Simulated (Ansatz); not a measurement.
```yaml
crystal:
  periodic: [true, true, true]
  atoms:
    - {symbol: O, position_ang: [-2.094393, -1.011375, -0.929649]}
    - {symbol: Al, position_ang: [-0.698364, -0.272939, -0.354564]}
    - {symbol: O, position_ang: [0.485717, -0.868332, 0.760316]}
    - {symbol: Si, position_ang: [1.207847, 0.628094, 0.485451]}
    - {symbol: H, position_ang: [-2.713597, -0.629585, -1.548450]}
    - {symbol: H, position_ang: [1.315292, 1.510250, 1.680579]}
    - {symbol: H, position_ang: [2.558798, 0.575887, -0.139285]}
basis:
  gaussian: {orbitals: ANO-RCC-VTZP}
hamiltonian: {xc: {name: HF}}
output: {forces: true}
```

```sh
$ ansatz run in.yaml --threads 2 --pin off --events-out ev --progress --plain --max-ram 4352MiB
```

Output, abridged:

```
Error: YAML parse error: error: line 2 column 3: crystal: missing field `lattice` (a structure is typed as `lattice` and `atoms`, a molecule's as `atoms` in Å alone, or read from a run's directory, `checkpoint`)
 --> <input>:2:3
1 | crystal:
2 |   periodic: [true, true, true]
3 |   atoms:
4 |     - {symbol: O, position_ang: [-2.094393, -1.011375, -0.929649]}
```

(1) What is wrong with this run?

## Answers

(1) The molecule is marked periodic without a cell. The program refused the input.
